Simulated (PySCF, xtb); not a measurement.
Al(AsH2)(Me)2 (C2H8AlAs), SMILES [CH3][Al]([CH3])[AsH2].

Harmonic wavenumbers (cm⁻¹) from xtb with GFN2-xTB at its own minimum, in rising order: 24, 45, 65, 95, 118, 157, 303, 447, 451, 454, 502, 533, 578, 617, 667, 993, 1307, 1313, 1453, 1457, 1463, 1464, 1789, 1801, 2894, 2900, 2903, 2910, 2917, 2925.

### Question
What does PBE0-D3(BJ)/def2-SVP (PySCF) give at its own minimum? (An estimate is asked for; the answer gives what the named calculation found.)

### Answer
18, 35, 93, 127, 146, 160, 308, 445, 529, 553, 592, 618, 666, 715, 741, 989, 1206, 1207, 1415, 1416, 1421, 1425, 2207, 2222, 3037, 3038, 3127, 3130, 3154, 3158. Paired by order, the mean absolute difference is 104 cm⁻¹ and the zero-point energies are 50.8 and 54.2 kcal/mol.
